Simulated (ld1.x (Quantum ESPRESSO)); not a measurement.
**Configuration tests for gallium (Ga) (TM)**

```
Element                 : gallium
Generator               : ld1.x (Quantum ESPRESSO) 7.5
Type                    : norm-conserving Troullier–Martins (Kleinman–Bylander form)
Functional              : PBEsol
Relativity              : scalar-relativistic
Frozen core             : [Ar]
Valence charge          : 13
Reference configuration : 3d10 4s1 4p2
Partial waves           : 4p (bound): rc 2.38 bohr; 3d (bound): rc 1.30 bohr; 4s (bound): rc 1.45 bohr
Local potential         : the s channel
Core correction         : Bessel-smoothed model core inside 0.90 bohr
```

Energies are relative to the spin-unpolarised reference configuration 3d10 4s1 4p2; without spin polarisation the order of configurations can differ from experiment.

Q: Give the all-electron excitation energy and the error of the potential for: 3d10 4s2 4p1; 3d10 4s2 4p0; 3d10 4s1 4p0; 3d10 4s1 4p1; 3d10 4s0 4p3; 3d9 4s0 4p0; 3d10 4s0 4p0.

A:

```json
{"valence configuration": "3d10 4s2 4p1", "charge": "0", "ΔE all-electron (eV)": "-6.551", "error AE − PS (meV)": "+0.5"}
{"valence configuration": "3d10 4s2 4p0", "charge": "+1", "ΔE all-electron (eV)": "-0.872", "error AE − PS (meV)": "-1.5"}
{"valence configuration": "3d10 4s1 4p0", "charge": "+2", "ΔE all-electron (eV)": "20.264", "error AE − PS (meV)": "-9.4"}
{"valence configuration": "3d10 4s1 4p1", "charge": "+1", "ΔE all-electron (eV)": "6.533", "error AE − PS (meV)": "-1.4"}
{"valence configuration": "3d10 4s0 4p3", "charge": "0", "ΔE all-electron (eV)": "6.839", "error AE − PS (meV)": "-1.3"}
{"valence configuration": "3d9 4s0 4p0", "charge": "+4", "ΔE all-electron (eV)": "115.230", "error AE − PS (meV)": "-555"}
{"valence configuration": "3d10 4s0 4p0", "charge": "+3", "ΔE all-electron (eV)": "51.385", "error AE − PS (meV)": "-47"}
```
